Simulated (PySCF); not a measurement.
# Bond lengths and vibrations by method: B2CFH2 cation

Calculated results; nothing here was measured. The program is PySCF 2.14.0, an open-source quantum chemistry code, run on an isolated molecule that a program drew, which may never have been made. The molecule is B2CFH2 cation (charge +1, singlet), drawn as the SMILES string `[BH+]C=BF`.

The geometry was optimised and harmonic frequencies were computed with HF and MP2, all in the cc-pVDZ basis, for the commonest isotopes, with a restricted reference for singlets and an unrestricted one otherwise, and a frozen core in MP2. Each result is a local minimum of its method.

Geometry at the HF minimum:
```xyz
6
B2CFH2 cation, angstrom
B     0.1240   -1.1402   -0.6107
C     0.3292    0.2550   -0.7302
B    -0.7046    1.2381   -0.7590
F    -1.5953    2.1001   -0.7851
H    -0.0368   -2.2969   -0.5120
H     1.3575    0.6184   -0.8071
```

Lengths of the bonds as drawn, in Å (atoms numbered as above):
```
bond,HF,MP2
B1-C2,1.415,1.423
C2-B3,1.427,1.437
B3-F4,1.240,1.259
B1-H5,1.172,1.182
C2-H6,1.093,1.105
```

Rotational constants, in GHz:
| constant | HF | MP2 |
|---|---|---|
| A | 53.53 | 51.04 |
| B | 4.25 | 4.206 |
| C | 3.937 | 3.886 |

Harmonic frequencies in cm^-1, each column in rising order, so a row needn't be the same motion in every method:
| rank | HF | MP2 |
|---|---|---|
| 1 | 173 | 152 |
| 2 | 395 | 368 |
| 3 | 494 | 453 |
| 4 | 550 | 494 |
| 5 | 792 | 753 |
| 6 | 820 | 758 |
| 7 | 925 | ? |
| 8 | 1076 | 986 |
| 9 | 1496 | 1449 |
| 10 | 1867 | 1824 |
| 11 | 2984 | 2896 |
| 12 | 3253 | 3155 |

**Estimate the missing MP2 frequency from the HF column.**

A single factor s that minimises the squared misfit of MP2 against s times HF over the other rows is sum(HF x MP2) / sum(HF^2) = 0.9656, with an rms misfit of 26 cm^-1. For rank 7 it gives 0.9656 x 925 = 893 cm^-1. The calculation gives 872 cm^-1, 21 cm^-1 below the estimate. The drawn bonds are on average 0.9 % longer in MP2 than in HF.
